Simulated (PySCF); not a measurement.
propa-1,2-dienylcyclopropane (C6H8), SMILES C=C=CC1CC1. Coordinates come from a PBE-D3(BJ)/def2-SVP optimisation. One conformer was computed; it need not be the lowest.

Computed equilibrium geometry at PBE-D3(BJ)/def2-SVP (PySCF confirms it by a frequency run) as a Z-matrix, and its point group (one conformer of several):
point group Cs.
```
C
H 1 1.1015
C 1 1.4869 2 114.43
C 3 1.3216 1 125.52 2 0.00
C 4 1.3172 1 150.73 2 0.00
H 5 1.1047 4 121.61 1 -90.08
H 5 1.1047 6 116.78 4 179.86
H 3 1.1079 4 118.26 6 90.52
C 1 1.5205 2 116.50 3 -146.44
H 9 1.1010 1 117.69 2 2.66
H 9 1.1017 10 114.13 1 -143.46
C 9 1.5046 10 118.84 11 -146.96
H 12 1.1010 9 118.84 10 0.00
H 12 1.1017 13 114.13 9 -146.96
```
Charge 0, spin multiplicity 1.
